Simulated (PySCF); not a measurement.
Input of a response calculation (the driver script's job line, then coordinates in Å):

```
{"job": {"kind": "uv", "xc": "B3LYP", "basis": "def2-SVPD", "nstates": 8, "ntriplets": 3}, "charge": 0, "multiplicity": 1}
C     -2.152592     0.661404     0.077988
Si    -1.014435    -0.783444     0.550469
Si     0.911807    -0.762691    -0.744728
C      2.249811     0.351239     0.063515
Br     1.577984     2.180291     0.211679
H     -2.450795     0.600800    -0.965503
H     -3.058148     0.669643     0.678154
H     -1.655027     1.616798     0.221563
H     -1.732009    -2.050141     0.345414
H     -0.714864    -0.692083     1.988855
H      1.607400    -2.048679    -0.905028
H      0.758360    -0.204247    -2.095323
H      2.509336     0.045511     1.074150
H      3.162493     0.415126    -0.523371
```

Output:

```
coarse grid: 52768 points
cycle   1  E = -3234.2644493373  dE = -1.068e+00  |g| = 3.809e-01  |ddm| = 4.416e+00
cycle   2  E = -3234.2483921681  dE =  1.606e-02  |g| = 4.354e-01  |ddm| = 9.240e-01
cycle   3  E = -3234.3006446459  dE = -5.225e-02  |g| = 5.107e-02  |ddm| = 5.079e-01
cycle   4  E = -3234.3013408110  dE = -6.962e-04  |g| = 1.592e-02  |ddm| = 8.573e-02
cycle   5  E = -3234.3014024916  dE = -6.168e-05  |g| = 8.655e-03  |ddm| = 2.972e-02
cycle   6  E = -3234.3014216748  dE = -1.918e-05  |g| = 1.275e-03  |ddm| = 1.075e-02
cycle   7  E = -3234.3014221772  dE = -5.024e-07  |g| = 2.878e-04  |ddm| = 2.481e-03
final grid: 107696 points
cycle   8  E = -3234.3014393151  dE = -9.592e-08  |g| = 3.390e-04  |ddm| = 7.473e-03
cycle   9  E = -3234.3014392824  dE =  3.264e-08  |g| = 4.811e-04  |ddm| = 1.191e-03
cycle  10  E = -3234.3014393517  dE = -6.926e-08  |g| = 6.521e-05  |ddm| = 6.319e-04
cycle  11  E = -3234.3014393529  dE = -1.264e-09  |g| = 6.352e-06  |ddm| = 9.865e-05
cycle  12  E = -3234.3014393530  dE = -8.640e-12  |g| = 2.210e-06  |ddm| = 1.806e-05
converged SCF energy = -3234.3014393530

Static polarisability (au): isotropic 103.828, principal 88.645 110.405 112.432

Singlet excitations
state   eV       nm        f      main configurations
  1   5.5645    222.8   0.01303   H->L 0.94
  2   5.8407    212.3   0.00075   H-1->L 0.94
  3   6.3792    194.4   0.00357   H->L+1 0.63, H->L+2 0.32
  4   6.4948    190.9   0.00992   H-2->L 0.52, H->L+2 0.26, H->L+1 0.20
  5   6.5204    190.1   0.00972   H-2->L 0.45, H->L+2 0.36, H->L+1 0.15
  6   6.6816    185.6   0.01493   H-1->L+1 0.65, H-1->L+2 0.30
  7   6.8455    181.1   0.00360   H-1->L+2 0.63, H-1->L+1 0.32
  8   7.1510    173.4   0.00081   H->L+3 0.45, H-2->L+1 0.23, H-2->L+2 0.23

Triplet excitations (Tamm-Dancoff, eV): 4.9992 5.2834 5.9680
```

Method used: TDDFT B3LYP/def2-SVPD, vertical, gas phase, core orbitals frozen in the response (PySCF 2.14.0, density-fitted response routines). Geometry: GFN2-xTB, one conformer, isolated molecule. The B3LYP/def2-SVPD calculation is non-relativistic and has no spin–orbit coupling, an omission that weighs most on bromine.

Question: How many basis functions and electrons does this run hold?

Answer: 201 basis functions for 84 electrons in 42 doubly occupied orbitals.

Question: What share of the summed oscillator strength falls to the strongest level in this window?

Answer: State 6 at 186 nm: 0.0149 of 0.0563, or 27%.

Question: How much of the mean polarisability do the listed states account for?

Answer: The sum over states Σ f/ΔE² (ΔE in hartree) gives 1.05 au, 1% of the total; the rest comes from higher roots of the same response equations.

Question: What is the polarisability anisotropy, √(½[(α1 − α2)² + (α2 − α3)² + (α3 − α1)²])?

Answer: 22.84 au.

Question: What transition dipole goes with state 6?

Answer: |μ|² = 3f / (2ΔE) = 3 × 0.0149 / (2 × 0.2455) = 0.091 au, so |μ| = 0.77 D.

Question: Which species is it?

Answer: `BrC[SiH2][SiH2]C` (C2H9BrSi2), point group C1.

The SCF starts on a coarse grid; the energy jumps when the final grid takes over, and dE counts afresh there. H and L stand for HOMO and LUMO.

The values belong to the conformer `[CH3:1][SiH2:2][SiH2:3][CH2:4][Br:5]`: C1–Si2–Si3–C4 87°, Si2–Si3–C4–Br5 -60°.
